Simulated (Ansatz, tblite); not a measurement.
Removing and adding an electron: (HCd-mu-Cl)2 (Cd₂H₂Cl₂). Total charge 0; singlet. Geometry: PBE-D4/def2-SVP. Ansatz, gas phase; energy differences of separate SCF runs; the oxidised species was run as a doublet alone; the reduced species was run as a doublet alone.

```xyz
6

Cd    1.306    1.095    0.739
H     2.482    2.089    1.407
Cl   -0.771   -0.131    1.557
Cd   -1.305   -1.096   -0.739
H    -2.489   -2.079   -1.408
Cl    0.778    0.123   -1.556
```

In the def2 sets Cd takes a core potential; there is no spin–orbit coupling. The xTB rows come from tblite.

```
               level  −HOMO (eV)  vertical IE (eV)  −LUMO (eV)  vertical EA (eV)  HOMO–LUMO gap (eV)  IE − EA (eV)                       remarks
            GFN1-xTB       11.83             13.93        6.12              4.07                5.71          9.86                             –
            GFN2-xTB       11.49             14.08        5.29              2.75                6.20         11.34                             –
    PBE-D4/def2-TZVP        7.20              9.68        2.06                 –                5.14             –                             –
   PBE-D4/def2-TZVPD        7.23                 –        2.13              0.12                5.10             –  HOMO above zero (-1 doublet)
 r2SCAN-D4/def2-TZVP        7.50              9.88        1.76                 –                5.74             –                             –
r2SCAN-D4/def2-TZVPD        7.51                 –        1.80             -0.09                5.71             –  HOMO above zero (-1 doublet)
   PBE0-D4/def2-TZVP        8.34             10.10        1.21                 –                7.13             –                             –
  PBE0-D4/def2-TZVPD        8.35                 –        1.29             -0.10                7.07             –  HOMO above zero (-1 doublet)
```

   A HOMO above zero means that the electron is unbound at that level or that self-interaction error raises the level; the energy of removing that electron tells which. Raw xTB energy differences between charge states are shifted by several eV; the methods need an empirical correction for them. A negative affinity means that the extra electron isn't bound; its size then hangs on the basis.
